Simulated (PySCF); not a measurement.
Cartesian coordinates (Å):
```xyz
12

Si     0.0229    -1.6708     0.0654
Si    -1.6457    -0.0340    -0.2925
Si    -0.0228     1.6708    -0.0663
Si     1.6455     0.0341     0.2935
H     -0.1779    -2.4962     1.2890
H      0.2477    -2.5821    -1.0911
H     -2.7131    -0.0076     0.7460
H     -2.2893    -0.0958    -1.6344
H      0.1783     2.4940    -1.2913
H     -0.2473     2.5841     1.0887
H      2.7146     0.0077    -0.7434
H      2.2870     0.0959     1.6364
```
Charge 0, multiplicity 1.

Question: Estimate the dipole moment, HOMO–LUMO gap, total energy, HOMO and LUMO that PBE0-D3(BJ)/def2-TZVP (PySCF) returns for this input.

Answer: 
```json
{
 "dipole_moment": "0.00 D",
 "HOMO–LUMO gap": "6.07 eV",
 "total_energy": "-1162.3229 Ha",
 "HOMO": "-7.57 eV",
 "LUMO": "-1.50 eV"
}
```
